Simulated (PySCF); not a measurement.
# Ir²⁺: excitation energy

Ir²⁺ [Xe] 4f14 5d7 (4F) → Ir²⁺ [Xe] 4f14 5d6 6s1 (6D), as a difference of total energies. Computed with PySCF 2.14 in aug-cc-pwCVDZ-PP with ECP60MDF, with a scalar-relativistic core potential. Correlated levels: valence: 5s2 5p6 frozen; valence and next inner shell: nothing frozen outside the core potential. The calculations carry no spin-orbit coupling.

```tsv
method	excitation energy (cm⁻¹)
UHF	11014
LDA	11540
PBE	12537
PBE0	13520
r2SCAN	10329
r2SCANh	10848
BHandHLYP	16158
BLYP	14090
wB97X	19438
MP2 (valence)	13857
SCS-MP2 (valence)	17864
MP2 (valence and next inner shell)	9763.6
SCS-MP2 (valence and next inner shell)	12739
```
